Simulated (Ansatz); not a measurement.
Ansatz results at the PBE0-D4/def2-TZVP geometry: LUMO energy (ωB97M-V/def2-TZVPP) 1.17 eV; HOMO energy (ωB97M-V/def2-TZVPP) -8.59 eV; HOMO energy (PBE0/def2-TZVPP) -6.38 eV.

Each molecule was computed in one conformer, which needn't be the lowest.

(1) Which molecule gave them?
A. `F[Si]1(Cl)C[SiH2]1`
B. `FC(S)[SeH]`
C. `[NH2][SnH2][CH2][SiH3]`
D. `C[NH][SnH2][SiH3]`

Answers

(1) D. The others give `FC(S)[SeH]`: 1.24, -9.32, -7.12; `[NH2][SnH2][CH2][SiH3]`: 1.34, -9.39, -7.09; `F[Si]1(Cl)C[SiH2]1`: 1.09, -9.07, -7.06.
